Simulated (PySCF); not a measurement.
**Worked example: oscillator strength and radiative lifetime**

Al(F)(Me)(NHMe) (C2H7AlFN), SMILES [Al]([F])([CH3])[NH]C.

The structure is a stationary point at B3LYP-D3(BJ)/def2-SVP. The structure was generated by enumeration; whether it is a known compound was not checked. Other conformers were not sampled.

TDA-PBE/def2-SVPD (PySCF) puts the first singlet state with f over 0.02 at 4.65 eV (vertical), with the transition dipole (0.000, 0.000, 0.473) in atomic units.

### Question
Find the oscillator strength, the wavelength and the radiative lifetime that this transition would have in vacuum if emission retraced absorption.

### Answer

|μ|² = 0.2237 au, so |μ| = 1.20 D. ΔE = 4.65/27.211 = 0.1709 hartree. f = (2/3) ΔE |μ|² = 0.025 (the program prints 0.025).
λ = 1239.84/4.65 = 267 nm; ν = 37505 cm⁻¹.
Einstein's coefficient A = 0.6670 ν² f s⁻¹ (ν in cm⁻¹) = 2.4e7 s⁻¹, so τ = 1/A = 42 ns. This state is S1. The figure is the radiative limit of this one transition; relaxation, internal conversion, crossing to triplets and a medium change what is measured.
